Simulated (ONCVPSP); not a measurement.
Ce, ONCV: configuration errors across variants

cerium (Ce), optimised norm-conserving Vanderbilt (ONCV), made with ONCVPSP 4.0.1 (PBE, fully relativistic). Core [Kr] 4d10 4f1, reference 5s2 5p6 5d1.5 6s1.5. Waves: 5s+6s: rc 2.45 bohr, ncon 4, nbas 7, qcut 3.9 1/bohr, 2 projectors; 5p: rc 2.95 bohr, ncon 4, nbas 8, qcut 3.7 1/bohr, 2 projectors, debl 2.7 Ha; 5d: rc 2.65 bohr, ncon 4, nbas 8, qcut 3.5 1/bohr, 2 projectors, debl 3.2 Ha. Local part: polynomial inside 1.95 bohr (lpopt 5, dvloc0 1 Ha). Core correction: polynomial model core, fcfact 0.55.

Open shells are filled in proportion to 2j + 1.

All-electron excitation energies from the reference (eV): (1) 5s2 5p6 5d1 6s2 -0.398; (2) 5s2 5p6 5d1 6s1 5.673; (3) 5s2 5p6 5d1 6s0 16.752; (4) 5s2 5p6 5d1 6s0 6p2 4.583.

3 further variants failed, have other tests or another functional or relativity, and are left out.

Errors AE − PS in meV (a dash: test not solved or not reliable):

```csv
change,(1),(2),(3),(4),bound ghosts,GHOST(+) flags above zero
base,-2.3,-3.5,-14,+7.5,none,s
s: qcut 5.1,-1.8,-3.5,-14,+7.7,none,s
"s: ncon 5, nbas 8",-2.0,-3.5,-14,+7.6,none,none
"all radii but the core radius scaled by about 0.87 (s 2.12, p 2.56, d 2.30 bohr); local potential polynomial inside 1.68 bohr (lpopt 5, dvloc0 1 Ha)",-2.1,-3.6,-14,+3.7,none,s
```

(1) Give the same row for: d: rc 2.1.

Answers

(1) -2.4, -3.6, -14, +7.5; bound ghosts: none; GHOST(+) flags above zero: s.
